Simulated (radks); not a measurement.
Values are calculated unless marked as measured or tabulated.
Spherical quantum dot in the effective-mass picture: electrons in a hard-walled sphere of radius 2.92, all in effective atomic units (hartree* = m*/eps^2 hartree, bohr* = eps/m* bohr), one dielectric constant everywhere. Level of theory: non-relativistic Kohn-Sham, PBE, spin-polarised, spherical densities (a radial shooting solver with Libxc functionals). Levels are named by radial order and angular momentum (1s, 1p, 1d, 2s, ...), and open shells are averaged over m. Results are scaled to m* = 0.5 and eps = 15.3, for which hartree* = 58.12 meV and bohr* = 1.619 nm.

N = 7, configuration 1s2 1p(up 3, down 2). This is the lowest configuration that the search found. Occupied and some empty levels:

level    occupation  eigenvalue (meV)  <r> (nm)
1s up             1            214.86     2.736
1s down           1            216.76     2.729
1p up             3            240.58     3.009
1p down           2            242.64     3.008
1d up             0            278.62     3.196
1d down           0            280.74     3.196
2s up             0            320.45     2.236
2s down           0            321.57     2.234
1f up             0            327.23     3.335
1f down           0            329.36     3.336

Energy (meV): total 978.305, kinetic 435.60, external 0, Hartree 710.31, exchange-correlation -167.61.

Electron density:

r (nm)  n(r) (e/nm^3)
0.239         0.01175
0.593         0.01380
0.947         0.01741
1.30          0.02215
1.65          0.02730
2.01          0.03187
2.36          0.03460
2.72          0.03435
3.07          0.03037
3.42          0.02294
3.78          0.01371
4.13         0.005596
4.49        0.0008899
